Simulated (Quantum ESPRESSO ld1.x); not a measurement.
Results of a calculation; reference values are marked as such.
Q: Bi IV, 80 electrons, occupied as [Hg]. Level of theory: Dirac Kohn-Sham, LDA (Slater exchange, Perdew-Wang correlation), spin-unpolarised, spherical densities, point nucleus (ld1.x of Quantum ESPRESSO 7.5).

Spin-orbit splittings of the eigenvalues, e(l+1/2) - e(l-1/2), with zeta = 2 splitting/(2l+1) and mean radii in bohr:

| shell | occ. | splitting (eV) | zeta (eV) | <r> j=l-1/2 | <r> j=l+1/2 |
|---|---|---|---|---|---|
| 2p | 6 | 2318 | 1545 | 0.05390 | 0.06294 |
| 3p | 6 | 518.9 | 345.9 | 0.1616 | 0.1781 |
| 3d | 10 | 110.1 | 44.02 | 0.1545 | 0.1595 |
| 4p | 6 | 128.1 | 85.42 | 0.3779 | 0.4128 |
| 4d | 10 | 23.91 | 9.565 | 0.4163 | 0.4274 |
| 4f | 14 | 5.496 | 1.570 | 0.4380 | 0.4442 |
| 5p | 6 | ? | ? | 0.8838 | 0.9738 |
| 5d | 10 | 3.075 | 1.230 | 1.197 | 1.238 |

Estimate the 5p splitting.

A: 24.94 eV (zeta = 16.62 eV).
